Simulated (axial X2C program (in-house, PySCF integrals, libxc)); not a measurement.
Outer orbitals of AsI at 2.501 Å, BP86

All values were computed with an in-house relativistic program for diatomic molecules. Spin-free means the one-electron spin-free X2C Hamiltonian; two-component (2c) means X2C with spin–orbit coupling and atomic mean-field two-electron Coulomb and Gaunt terms, so the difference of the two also holds small scalar two-electron terms. Basis: I dyall-cv3z [11s12p8d4f1g], As dyall-cv3z [9s9p6d4f1g] (cores contracted in-house); Gaussian nuclei, density fitting, unrestricted open shells. Masses: I 126.904 u, As 74.922 u.

The distance is close to the 2c PBE0 minimum; the highest filled and lowest empty levels are listed.

Spin-free orbitals, state M_S = 1, Λ = 0 (beyond evenly filled blocks: π+α, π-α) (Löwdin shares):

```csv
symmetry,occupied,ε (eV),atomic character
σα,yes,-18.27,"71% I s, 19% As s, 6% As p"
σβ,yes,-18.02,"76% I s, 12% As s, 7% As p"
σα,yes,-14.97,"67% As s, 18% I s, 10% I p"
σβ,yes,-13.91,"70% As s, 14% I p, 12% I s"
σα,yes,-8.54,"52% I p, 38% As p, 6% As s"
σβ,yes,-8.22,"52% I p, 35% As p, 9% As s"
π+α,yes,-7.64,"72% I p, 26% As p"
π-α,yes,-7.64,"72% I p, 26% As p"
π-β,yes,-7.26,"85% I p, 12% As p, 2% As d"
π+β,yes,-7.26,"85% I p, 12% As p, 2% As d"
π+α,yes,-5.48,"71% As p, 25% I p, 2% I d"
π-α,yes,-5.48,"71% As p, 25% I p, 2% I d"
π-β,no,-4.08,"84% As p, 12% I p, 4% I d"
π+β,no,-4.08,"84% As p, 12% I p, 4% I d"
σα,no,-2.80,"44% As p, 27% I p, 11% I d"
σβ,no,-2.36,"47% As p, 24% I p, 13% I d"
```

Spinors with spin–orbit coupling (state Ω = 1):

```json
{"ω": "1/2", "occupied": "yes", "ε (eV)": "-18.27", "atomic character": "71% I s, 18% As s, 6% As p", "λ mixture": "100% σ"}
{"ω": "-1/2", "occupied": "yes", "ε (eV)": "-18.03", "atomic character": "76% I s, 12% As s, 7% As p", "λ mixture": "100% σ"}
{"ω": "1/2", "occupied": "yes", "ε (eV)": "-14.96", "atomic character": "67% As s, 18% I s, 10% I p", "λ mixture": "100% σ"}
{"ω": "-1/2", "occupied": "yes", "ε (eV)": "-13.90", "atomic character": "70% As s, 14% I p, 12% I s", "λ mixture": "100% σ"}
{"ω": "1/2", "occupied": "yes", "ε (eV)": "-8.65", "atomic character": "56% I p, 33% As p, 6% As s", "λ mixture": "92% σ, 8% π"}
{"ω": "-1/2", "occupied": "yes", "ε (eV)": "-8.41", "atomic character": "63% I p, 26% As p, 7% As s", "λ mixture": "74% σ, 26% π"}
{"ω": "-1/2", "occupied": "yes", "ε (eV)": "-7.76", "atomic character": "65% I p, 31% As p", "λ mixture": "74% π, 26% σ"}
{"ω": "1/2", "occupied": "yes", "ε (eV)": "-7.49", "atomic character": "82% I p, 15% As p", "λ mixture": "91% π, 9% σ"}
{"ω": "3/2", "occupied": "yes", "ε (eV)": "-7.41", "atomic character": "68% I p, 30% As p", "λ mixture": "100% π"}
{"ω": "-3/2", "occupied": "yes", "ε (eV)": "-6.99", "atomic character": "84% I p, 14% As p, 2% As d", "λ mixture": "100% π"}
{"ω": "-1/2", "occupied": "yes", "ε (eV)": "-5.60", "atomic character": "74% As p, 22% I p, 2% I d", "λ mixture": "99% π, 1% σ"}
{"ω": "3/2", "occupied": "yes", "ε (eV)": "-5.30", "atomic character": "67% As p, 29% I p, 2% I d", "λ mixture": "100% π"}
{"ω": "1/2", "occupied": "no", "ε (eV)": "-4.19", "atomic character": "85% As p, 10% I p, 4% I d", "λ mixture": "100% π"}
{"ω": "-3/2", "occupied": "no", "ε (eV)": "-3.95", "atomic character": "82% As p, 13% I p, 4% I d", "λ mixture": "100% π"}
{"ω": "1/2", "occupied": "no", "ε (eV)": "-2.78", "atomic character": "44% As p, 28% I p, 11% I d", "λ mixture": "100% σ"}
{"ω": "-1/2", "occupied": "no", "ε (eV)": "-2.35", "atomic character": "47% As p, 25% I p, 13% I d", "λ mixture": "100% σ"}
```

(1) How does the gap between the highest filled and lowest empty level change from the spin-free to the 2c table?

Mulliken charges and populations of the two-component result (they depend on the basis, above all on diffuse functions):

I -0.01 e (s 9.96 p 22.99 d 20.05 f 0.01), As 0.01 e (s 7.98 p 14.93 d 10.07 f 0.01). ⟨Lz⟩ = 0.00 ħ and ⟨Sz⟩ = 1.00 ħ (0.09 and 0.91 on the two atoms), which add up to Ω.

Occupations by symmetry block were frozen at the best pattern of an incomplete PBE0 search. Density functionals use the spin component along the axis (collinear). PBE0 can misorder states that lie within some tenths of an eV, so this need not be the ground state of the molecule. The nearest other spin-free determinant of the search, M_S = 0, Λ = 2, lies 0.84 eV up at the distance of the search. With several unpaired electrons one determinant need not be a pure state. Open-shell Ω = 0 determinants with evenly filled partner blocks cannot be reached by this program, so the Ω shown need not be the lowest component. This is the Ω = 1 component of a π² triplet; the 0⁺ component is not one determinant and can lie lowest.

## Answers

(1) From 1.40 to 1.11 eV at BP86, a change of -0.29 eV.
